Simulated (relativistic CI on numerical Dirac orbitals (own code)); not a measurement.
**Crystal-field levels of Tc⁴⁺, 4d3**

Calculated by Dirac-Coulomb-Breit CI, KLI orbitals optimised for each configuration, model QED (radiative potential, 1s self-energy scaled to tabulated hydrogen-like ionisation energies), valence Slater integrals scaled by 0.65, one configuration in a parametric crystal field (own radial code).

Field parameters in Wybourne normalisation: Oh B⁴₀ = 21Dq, B⁴₄ = √(5/14) B⁴₀. The field is a parameter set, without covalency.

S is read from ⟨S²⟩ = S(S + 1).

Levels (cm⁻¹, degeneracy): 0 (4), 11929 (4), 12196 (4), 12449 (2), 19657 (4), 19743 (2), 41690 (2), 41940 (4), 42323 (4), 42411 (2), 48465 (2), 48811 (4).

Problem. Which field gives this pattern?
A. Oh, 10Dq = 36250 cm⁻¹
B. Oh, 10Dq = 18850 cm⁻¹
C. Oh, 10Dq = 42050 cm⁻¹
D. Oh, 10Dq = 13050 cm⁻¹

Solution. C. Oh, 10Dq = 42050 cm⁻¹, ground level with S = 1.50.
